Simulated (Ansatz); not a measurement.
Ansatz (a first-principles code) input:

Ansatz 0.2 input:
```yaml
crystal:
  periodic: [false, false, false]
  atoms:
    - {symbol: V, position_ang: [0.08478428, 0.05558673, -0.07983382]}
    - {symbol: O, position_ang: [1.05506196, 0.77965077, -0.99684749]}
    - {symbol: O, position_ang: [0.95450638, -0.74897082, 1.04718033]}
    - {symbol: H, position_ang: [1.80692383, -0.98328785, 1.41871071]}
    - {symbol: O, position_ang: [-0.79202901, -0.98829277, -0.97707029]}
    - {symbol: H, position_ang: [-1.02164721, -1.39833748, -1.81260739]}
    - {symbol: O, position_ang: [-0.88084293, 1.16522148, 0.62709038]}
    - {symbol: H, position_ang: [-1.16477479, 2.06988056, 0.76877206]}
basis:
  gaussian:
    orbitals: def2-TZVP
hamiltonian:
  xc: b3lyp
  dispersion: d3bj
relax: {f_tol: 0.002, max_steps: 150}
```

### Question
What final total energy does it print?

### Answer
-1247.04577 Eh (B3LYP-D3(BJ)/def2-TZVP). The basis has 187 functions. The run takes roughly 80 core-seconds.
